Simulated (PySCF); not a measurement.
A geometry optimisation on `C[Si](C)(C)C1=CC=CC=C1`.

Computed with PBE0-D3(BJ)/def2-SVP geometry optimisation, gas phase (PySCF 2.14.0). Start geometry: GFN2-xTB. The command runs a driver script over a list of jobs; the input below is this job's line of settings and its coordinates in Å.

Command:
```bash
OMP_NUM_THREADS=1 python probes_run.py task.json out
```

Input:
```
{"job": {"xc": "PBE0", "basis": "def2-SVP", "d3": "d3bj", "grid": 1, "kind": "geom"}, "charge": 0, "multiplicity": 1}
C     -2.211649     1.366042    -0.463579
Si    -1.228943    -0.127704     0.197345
C     -1.824817    -1.712461    -0.686034
C     -1.526883    -0.293103     2.076460
C      0.633195     0.096807    -0.117334
C      1.150334     1.222549    -0.751351
C      2.509284     1.366432    -0.969641
C      3.386377     0.378679    -0.555943
C      2.893274    -0.750875     0.075673
C      1.533844    -0.884386     0.290143
H     -2.077264     1.489882    -1.533595
H     -1.906860     2.289121     0.019413
H     -3.274462     1.239843    -0.281213
H     -1.304909    -2.590942    -0.316775
H     -2.888027    -1.872122    -0.533299
H     -1.651498    -1.657480    -1.756478
H     -2.582687    -0.415101     2.298996
H     -1.005470    -1.152533     2.486037
H     -1.178014     0.585086     2.611302
H      0.477349     2.000808    -1.079629
H      2.885939     2.251232    -1.464139
H      4.448289     0.487630    -0.724893
H      3.571076    -1.528006     0.400885
H      1.160788    -1.769635     0.785207
```

Output:
```
step   0  E = -640.05063787  max force = 0.017236
step   1  E = -640.05397056  max force = 0.002307
step   2  E = -640.05411360  max force = 0.001473
step   3  E = -640.05414138  max force = 0.001855
step   4  E = -640.05414661  max force = 0.001278
step   5  E = -640.05416990  max force = 0.000243
step   6  E = -640.05417553  max force = 0.000290
optimisation converged
```

Energies in Eh; «max force» is the largest Cartesian gradient component in Eh/bohr.

Task: How much energy does the optimisation release, in kJ/mol?

Result: E(step 0) − E(last step) = 0.003538 Eh, which is 9.3 kJ/mol.

In short: final energy -640.05418 Eh after 6 steps; dipole 0.19 D.

Task: Where do the atoms end?

Result: 0.097 Å rms from the input after alignment:
```
atom  x, y, z in Å
C1    -2.1902    1.2561   -0.6735
Si2   -1.2473   -0.1266    0.1852
C3    -1.7902   -1.7943   -0.4995
C4    -1.5757   -0.0716    2.0387
C5     0.6062    0.0850   -0.1125
C6     1.1347    1.2132   -0.7570
C7     2.5079    1.3570   -0.9561
C8     3.3836    0.3684   -0.5115
C9     2.8809   -0.7626    0.1320
C10    1.5081   -0.8983    0.3267
H11   -1.9882    1.2687   -1.7561
H12   -1.9244    2.2435   -0.2643
H13   -3.2747    1.1200   -0.5362
H14   -1.2217   -2.6187   -0.0409
H15   -2.8592   -1.9737   -0.3018
H16   -1.6305   -1.8426   -1.5881
H17   -2.6511   -0.1738    2.2559
H18   -1.0471   -0.8871    2.5571
H19   -1.2273    0.8800    2.4695
H20    0.4642    1.9998   -1.1152
H21    2.8959    2.2450   -1.4618
H22    4.4598    0.4781   -0.6670
H23    3.5628   -1.5418    0.4822
H24    1.1340   -1.7943    0.8333
```

Cost: about 7 min of CPU time on one thread; the machine was shared, so the figure is rough.
Labels such as C1 count atoms from 1, the log's own numbers from 0.
